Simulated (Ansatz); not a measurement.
Isolated molecules relaxed with PBE0-D4/def2-TZVP in Ansatz; ΔE leaves out vibrations. CCSD(T)/CBS is the MP2 limit (def2-TZVPP, def2-QZVPP) plus CCSD(T) − MP2 in def2-TZVPP, frozen cores. This one scheme is used for every species. Functionals use def2-TZVPP. Each species was taken in one conformer, which may not be the lowest.

Consider the ligand exchange at the Si–N bond: `CN(C)[Si]F` + CH₃OH → `CO[Si]F` + dimethylamine.

`CN(C)[Si]F`:

Z-matrix (Å, degrees):
```
C
N 1 1.446
H 1 1.096 2 111.2
H 1 1.094 2 110.1 3 -119.8
H 1 1.096 2 111.2 3 120.4
C 2 1.445 1 113.8 3 -60.2
Si 2 1.710 1 118.4 3 119.8
H 6 1.089 2 110.2 1 -179.9
H 6 1.097 2 110.8 1 -59.6
H 6 1.097 2 110.8 1 59.8
F 7 1.626 2 100.1 1 -180.0
```

CH₃OH:

Z-matrix (Å, degrees):
```
C
O 1 1.409
H 1 1.097 2 112.4
H 1 1.090 2 107.0 3 -118.5
H 1 1.097 2 112.4 3 123.0
H 2 0.959 1 108.5 3 -61.6
```

`CO[Si]F`:

```xyz
7

C    -0.543   -0.093   -0.610
O    -0.433    0.507    0.667
Si    0.776    0.579    1.755
F     1.955   -0.258    1.020
H     0.379   -0.605   -0.892
H    -1.365   -0.811   -0.593
H    -0.769    0.680   -1.346
```

`CNC`:

```xyz
10

C    -0.085   -0.214    1.186
N    -0.262    0.659    0.049
C     0.290    0.109   -1.168
H    -0.567    0.218    2.066
H     0.982   -0.310    1.409
H    -0.483   -1.233    1.037
H    -1.244    0.859   -0.080
H     1.377    0.030   -1.072
H     0.082    0.777   -2.007
H    -0.091   -0.895   -1.421
```

```json
{"level": "PBE0-D4", "ΔE (kJ/mol)": "-28.3"}
{"level": "r2SCANh-D4", "ΔE (kJ/mol)": "-30.8"}
{"level": "PBE-QIDH", "ΔE (kJ/mol)": "-30.4"}
{"level": "PBE", "ΔE (kJ/mol)": "-30.9"}
{"level": "r2SCAN", "ΔE (kJ/mol)": "-31.4"}
{"level": "CAM-B3LYP", "ΔE (kJ/mol)": "-40.7"}
{"level": "SCS-MP2/def2-QZVPP", "ΔE (kJ/mol)": "-32.5"}
{"level": "CCSD/CBS(def2)", "ΔE (kJ/mol)": "-33.5"}
```

**Question.** What does CCSD(T)/CBS give? (An estimate is asked.)

**Answer.** Ansatz gave: -30.8 kJ/mol. The listed levels differ from it by 2.5, 0.0, 0.4, -0.1, -0.6, -9.9, -1.7, -2.7 kJ/mol.

Largest T1 diagnostic among the species: 0.014.

In def2-TZVPP, CCSD(T) changes the Hartree–Fock value by +15.7 kJ/mol (the triples alone add +2.8 kJ/mol) and MP2 by +17.7 kJ/mol. At CCSD(T), def2-SVP lies +5.2 kJ/mol from the extrapolated value and def2-TZVPP −0.5 kJ/mol. Leaving LDA and LC-ωPBE aside and taking each functional with its dispersion term where it has one, the values, not all of them listed here, spread over 12.1 kJ/mol, from CAM-B3LYP-D4 to revPBE-D4. LDA lies +5.7 kJ/mol from PBE without D4.
